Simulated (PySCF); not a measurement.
SMILES Cl[SiH](Cl)O[SiH2][O][GeH3], B3LYP/def2-SVP optimised geometry. Atoms within 1.6 Å of the plane z = 1.5 Å (x, y, z in Å): O6 (-0.12, -0.35, 0.00), Ge7 (-1.91, -0.35, 0.00), H12 (-2.38, 1.11, 0.00), H13 (-2.33, -1.08, 1.29).

Method: B3LYP/def2-TZVP (PySCF 2.14.0).

Map of the log10 of the electron density (e/bohr³), floored at −4 on the plane z = 1.5 Å:

```
|                               |
|                               |
|                               |
|                               |
|                               |
|                               |
|                               |
|                               |
|     ......                    |
|    .:::::..                   |
|   .::----:..                  |
|   .:------::....              |
|   .:-====--:::::..            |
|  .:-===+==------::.           |
|  .:-=+++++======-::.....      |
|  :-=+****++======-:......     |
| .:-+*####*++=++==-::::::.     |
| .:=+#%%%%#*+=++==-::::::.     |
| .-=*#%@@%#*+====--:..::..     |
| .:=+#%@@%#+==----:......      |
| .:=+*#%%#*+=---::..           |
|  :-=+*##*+=-:::..             |
|  .:-=++++=-:..                |
|   .:--==--:.                  |
|    ..::::..                   |
|       ..                      |
|                               |
|                               |
|                               |
|                               |
|                               |
```
Scale: ten equal steps from -4.00 (start of ' ') to -0.847 (end of '@'), in the order ' .:-=+*#%@'; x runs from -4.50 to 4.50, y from -4.50 (bottom) to 4.50 (top).
